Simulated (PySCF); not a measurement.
SMILES c1ccc(Sc2ccsc2)cc1 (C₁₀H₈S₂) (GFN2-xTB optimised geometry):

```
20

C     -1.715    -1.819     0.000
C     -2.404    -0.617    -0.002
C     -1.713     0.581     0.010
C     -0.324     0.575     0.019
S      0.517     2.141    -0.006
C      1.979     1.759     0.907
C      1.989     1.045     2.135
C      3.235     0.946     2.654
S      4.417     1.729     1.676
C      3.216     2.187     0.536
C      0.370    -0.626     0.000
C     -0.330    -1.819     0.000
H     -2.256    -2.753    -0.002
H     -3.484    -0.610    -0.007
H     -2.240     1.523     0.014
H      1.105     0.634     2.588
H      3.539     0.465     3.562
H      3.484     2.753    -0.333
H      1.451    -0.630    -0.015
H      0.213    -2.752    -0.008
```

Calculation: PySCF with PBE0/def2-SVP.

Question: What are the frontier orbital energies and the dipole moment?

Answer: HOMO-2 -7.47 eV, HOMO-1 -7.17 eV, HOMO -6.00 eV, LUMO -0.59 eV, LUMO+1 -0.37 eV; dipole moment 1.46 D.

Meta-Löwdin charges at PBE0/def2-SVP: C1 -0.11, C2 -0.10, C3 -0.12, C4 -0.06, S5 0.10, C6 -0.10, C7 -0.14, C8 -0.23, S9 0.26, C10 -0.25, C11 -0.12, C12 -0.10, H13 0.11, H14 0.11, H15 0.11, H16 0.13, H17 0.13, H18 0.14, H19 0.12, H20 0.11.
